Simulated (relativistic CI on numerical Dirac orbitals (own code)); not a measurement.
# Cr3+ in a cubic cluster: L2,3 absorption with charge transfer

Computed with a charge-transfer multiplet model of a cubic metal-ligand cluster with up to one ligand hole, Slater and spin-orbit integrals from Dirac-Coulomb-Breit ions, Slater integrals scaled by 0.9. The ground state mixes d3 with configurations of k ligand holes L, whose averages lie at kΔ + k(k − 1)U_dd/2; a core hole lowers each added d electron by U_cd. 20 K, Lorentzian 0.4 eV and Gaussian 0.3 eV FWHM.

Atomic integrals in eV (Slater integrals scaled, ζ unscaled), ground: F2dd 9.646, F4dd 6.039, zeta_d 0.033; with the core hole: F2dd 10.375, F4dd 6.499, zeta_d 0.047, zeta_core 5.620, F2cd 5.906, G1cd 4.389, G3cd 2.492.

Cluster parameters (eV): Δ = 5.5, U_dd = 5.5, 10Dq = 0.3, 10Dq(ligand) = 0.6, V(eg) = 1.6, V(t2g) = -0.87, final-state hopping factor = 1.

Weights, n_d and S are thermal averages at 20 K. Photon energies count from the first peak over 30 % of the highest in each spectrum, which can be another peak from case to case. The parameters are a model scan and need not match a compound or its usual spin state. Peaks in eV (height, largest 100): -3.2 (8), -2.5 (11), 0.0 (100), 1.1 (80), 3.4 (31), 5.8 (34), 6.5 (41), 7.6 (45), 9.0 (52), 9.9 (56).

(1) Which parameters give this spectrum?
A. U_cd = 5.9 eV
B. U_cd = 6.5 eV
C. U_cd = 7.7 eV

Answers

(1) C. U_cd = 7.7 eV; the ground state then has 3.21 d electrons and S = 1.50. The choice follows from running the model for each set and comparing peak positions and heights. The space is cut while the next configuration still counts.
